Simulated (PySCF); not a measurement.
trichloro(chlorosilyl)silane (Cl₄H₂Si₂), SMILES Cl[SiH2][Si](Cl)(Cl)Cl.

Geometry: ωB97X-D3(BJ)/def2-SVP. The values are those of a single conformer.

Two levels are set side by side: TDA-PBE/def2-SVPD (PySCF) and TDA-B3LYP/def2-SVPD (PySCF). Vertical, same geometry. The lowest singlet is HOMO→LUMO 95 % with PBE and HOMO→LUMO 96 % with the other functional; states are paired by order. Differences are taken from unrounded values.

| quantity | TDA-B3LYP | TDA-PBE | TDA-PBE minus TDA-B3LYP |
|---|---|---|---|
| lowest singlet excitation (eV) | 6.07 | 5.60 | -0.48 |
| lowest triplet excitation (TDA) (eV) | 5.46 | 5.02 | -0.44 |
| first bright state (f over 0.05) (eV) | 6.68 | 6.05 | -0.64 |
| its oscillator strength | 0.14 | 0.07 | -0.07 |

Functionals without exact exchange tend to place singlet excitations lower, as here. Differences between two approximate levels are no errors against the true value.

Rough cost on one machine, each run with all the roots and properties that it gave: TDA-B3LYP against TDA-PBE about 2 times.
